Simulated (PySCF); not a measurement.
H4S2Sn, singlet, geometry from GFN2-xTB (such geometries of metal compounds can be far from the true shape) (core potentials on Sn).

Here is a job for PySCF.
```python
from pyscf import gto, scf

mol = gto.Mole()
mol.atom = '''
    Sn    0.55132921   -0.02335892    0.00630474
    S    -0.77574362    1.93936746    0.44227553
    S    -0.92668535   -1.86723834   -0.46174369
    H     1.52857598   -0.29249003    1.37825308
    H     1.57889819    0.16083144   -1.34271749
    H    -1.64245583    1.70615025   -0.53348017
    H    -1.79261523   -1.56061191    0.49419834
'''
mol.basis = 'def2-svpd'
mol.ecp = {'Sn': 'def2-svpd'}
mol.verbose = 4
mol.max_memory = 1800
mol.build()

mf = scf.RHF(mol)
mf = mf.density_fit(auxbasis='def2-universal-jkfit')
mf.kernel()
```

Problem. What does this run give for the dipole moment, Mulliken (on the basis functions themselves) charges in atom order, total energy?

Solution. 
```yaml
dipole_moment: 0.48 D
Mulliken (on the basis functions themselves) charges in atom order: Sn1 1.32, S2 -0.72, S3 -0.72, H4 -0.17, H5 -0.17, H6 0.23, H7 0.23
total_energy: -1010.5364 Eh
```
